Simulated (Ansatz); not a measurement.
Born–Oppenheimer molecular dynamics of F2H5NSi2 (10 atoms, charge 0, multiplicity 1). It goes on from the last frame of an earlier run, with new velocities.

All numbers below come from Ansatz, RHF/STO-3G.

| Quantity | Value |
| --- | --- |
| ensemble | NVE (velocity Verlet) |
| time step | 0.5 fs |
| steps asked | 250 |
| starting velocities drawn for | 2000 K |
| seed | 76858 |

First frame:

```xyz
10
Properties=species:S:1:pos:R:3
Si 0.084 0.053 0.029
Si -0.006 -0.004 2.299
H -1.112 -0.602 2.944
H 1.165 -0.629 2.777
H -0.028 1.337 2.721
N 1.704 0.039 -0.572
H 2.278 0.799 -0.168
H 1.802 0.150 -1.569
F -0.697 1.333 -0.449
F -0.662 -1.084 -0.848
```

Task: How far do the bonds stretch over the last three quarters of this one trajectory? (Pairs bonded in most of those frames.)

Result: 
| bond | mean (Å) | spread (Å) | shortest | longest |
| --- | --- | --- | --- | --- |
| Si1–Si2 | 2.285 | 0.049 | 2.17 | 2.36 |
| Si1–N6 | 1.725 | 0.045 | 1.64 | 1.81 |
| Si1–F9 | 1.629 | 0.071 | 1.51 | 1.76 |
| Si1–F10 | 1.620 | 0.054 | 1.53 | 1.70 |
| Si2–H3 | 1.429 | 0.062 | 1.32 | 1.54 |
| Si2–H4 | 1.455 | 0.123 | 1.26 | 1.62 |
| Si2–H5 | 1.435 | 0.067 | 1.33 | 1.54 |
| N6–H7 | 1.021 | 0.019 | 0.98 | 1.07 |
| N6–H8 | 1.021 | 0.015 | 0.99 | 1.05 |

Mean temperature of the second half: 1098 K. The conserved energy stayed within 1.7 meV per atom of its start (net change 0.91 meV per atom), so the integration is sound. Over the second half the temperature averaged 0.55 of the 2000 K drawn at the start: a run that starts near a minimum puts about half its kinetic energy into the potential. A run of 0.12 ps of so small a system gives no equilibrium averages. Limits of this set-up: minimal basis.

Run time: 2.4 min on 1 thread of Arm Neoverse V2 (shared host), peak memory 0.085 GiB.
